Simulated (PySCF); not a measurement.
Structure problem from calculated spectra and properties.

Formula: C3H9FGeSi.

* Triplet: lowest triplet excitation (Tamm–Dancoff): 4.17 eV [TDA PBE0/def2-SVPD]
* Rotational structure: rotational constants A, B, C: 3.279, 0.977, 0.876 GHz [PBE0-D3(BJ)/def2-SVP]
* NMR, other nuclei: isotropic shieldings of nuclei other than C and H, by class: 390 (1 F), 404 (1 Si), 1292 (1 Ge) ppm [GIAO KT3/pcSseg-1]
* UV, strongest line: among the 10 lowest singlet transitions: S3 at 6.92 eV (179 nm, f = 0.349) [TDDFT PBE0/def2-SVPD]
* Dipole: 2.41 D [PBE0/def2-SVPD]
* Valence photoelectron: vertical ionisation energy: 9.81 eV [ΔSCF PBE0/def2-SVPD]
* 13C NMR: chemical shifts (computed TMS as zero) by class: 131.8 (1 C), 131.8 (1 C), 1.9 (1 C) ppm [GIAO KT3/pcSseg-1]
* UV, first state: lowest singlet excitation: 6.56 eV (189 nm, f = 0.003) [TDDFT PBE0/def2-SVPD]
* 1H NMR: chemical shifts (computed TMS as zero) by class: 6.55 (1 H), 6.12 (1 H), 6.02 (1 H), 5.44 (2 H), 4.40 (2 H), 0.59 (2 H) ppm [GIAO KT3/pcSseg-1]
* Polarisability: 93.8 au [PBE0/def2-SVPD]

Gas-phase values; electronic properties from PySCF, density fitting. Levels stand in brackets. Geometry: PBE0-D3(BJ)/def2-SVP, one conformer, isolated molecule. The calculation is non-relativistic and has no spin–orbit coupling, an omission that weighs most on germanium. Each NMR value is the plain mean over a class of atoms that symmetry, rotation or inversion makes alike.

Task: Give a SMILES that accounts for the data.

Result: Numbering: `[CH2:1]=[CH:2][SiH2:3][CH2:4][GeH2:5][F:6]`. 3 carbons fall into 3 classes; from least to most shielded: alkene CH carbon [C2] (131.8 ppm), terminal =CH2 carbon [C1] (131.8 ppm), sp3 carbon bound to silicon [C4] (1.9 ppm). Hydrogen classes from least to most shielded: 1 H on an alkene CH carbon, C2 (6.55 ppm), 1 H on a terminal =CH2 carbon, C1 (6.12 ppm), 1 H on a terminal =CH2 carbon, C1 (6.02 ppm), 2 H on a germanium bonded to C, F and 2 H, Ge5 (5.44 ppm), 2 H on an SiH2 silicon, Si3 (4.40 ppm), 2 H on an sp3 carbon bound to silicon, C4 (0.59 ppm). The other shieldings belong to: 390 ppm, fluorine bonded to Ge [F6]; 404 ppm, SiH2 silicon [Si3]; 1292 ppm, germanium bonded to C, F and 2 H [Ge5]. The first electron is taken from the HOMO, whose largest Löwdin shares are 0.36 on the terminal =CH2 carbon, 0.35 on the alkene CH carbon, 0.07 on the SiH2 silicon and 0.06 on the sp3 carbon bound to silicon. The optimised geometry has point group C1 and is an asymmetric top. Structure: `C=C[SiH2][CH2][GeH2][F]`. The assignments are read from this structure; whether some other isomer fits the data as well wasn't checked. NMR values of atoms bound to Ge lack the spin–orbit term that these neighbours bring.

Shape of the structure used: `[CH2:1]=[CH:2][SiH2:3][CH2:4][GeH2:5][F:6]`: C1–C2–Si3–C4 112°, C2–Si3–C4–Ge5 55°, Si3–C4–Ge5–F6 8°.
